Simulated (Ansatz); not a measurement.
Consider the formal exchange of groups at the Si–O bond: `[F][Ga]([F])[O][SiH3]` + `COBF` → `FBOC[SiH3]` + `[OH][Ga]([F])[F]`.

Program: Ansatz. Geometries: PBE0-D4/def2-TZVP. ΔE: electronic, gas phase. CCSD(T)/CBS adds triple-zeta CCSD(T) − MP2 to the extrapolated MP2 energy (def2 sets, frozen cores). DFT in def2-TZVPP. For Ga outer-core shells are correlated without core-valence functions, which leaves a few kJ/mol of doubt a bond. Scalar relativity is left out up to krypton. Each species was taken in one conformer, which may not be the lowest.

`[F][Ga]([F])[O][SiH3]`:

Z-matrix (Å, degrees):
```
Si
O 1 1.645
H 1 1.482 2 107.5
H 1 1.486 2 110.5 3 -119.7
H 1 1.486 2 110.4 3 119.7
Ga 2 1.744 1 138.9 3 177.2
F 6 1.728 2 120.7 1 179.8
F 6 1.733 2 122.0 1 -0.2
```

`COBF`:

```xyz
8

C    -1.014    0.088   -0.366
O     0.343    0.475   -0.428
B     1.265   -0.049    0.389
F     2.514    0.373    0.259
H    -1.183   -0.666    0.408
H    -1.311   -0.316   -1.335
H    -1.623    0.968   -0.149
H     1.008   -0.873    1.221
```

`FBOC[SiH3]`:

```xyz
11

F    -0.351    0.030   -2.457
B    -1.331   -0.128   -1.568
O    -1.067   -0.501   -0.308
C     0.261   -0.738    0.164
Si    0.822    0.678    1.287
H    -2.461    0.062   -1.900
H     0.244   -1.677    0.722
H     0.959   -0.862   -0.670
H     0.814    1.949    0.517
H    -0.092    0.798    2.450
H     2.201    0.389    1.763
```

`[OH][Ga]([F])[F]`:

```xyz
5

O    -0.486   -0.366   -1.208
Ga    0.336    0.000    0.302
F     1.948   -0.553    0.589
F    -0.422    0.924    1.564
H    -1.376   -0.004   -1.247
```

CCSD(T)/CBS gives +113.4 kJ/mol.

Another level gave +115.0 kJ/mol. Which?
A. PBE-D4/def2-TZVPP
B. PBE0-D4/def2-TZVPP
C. CCSD(T)/def2-TZVPP
D. r2SCAN/def2-TZVPP

C. CCSD(T)/def2-TZVPP 115.0, PBE0-D4 104.7, PBE-D4 95.3, r2SCAN 110.2 kJ/mol.

Largest T1 diagnostic among the species: 0.015.

In def2-TZVPP, CCSD(T) changes the Hartree–Fock value by −26.5 kJ/mol (the triples alone add −3.8 kJ/mol) and MP2 by −23.8 kJ/mol. From PBE to PBE0 (25 % exact exchange), in def2-TZVPP and without D4, ΔE moves by +9.2 kJ/mol.
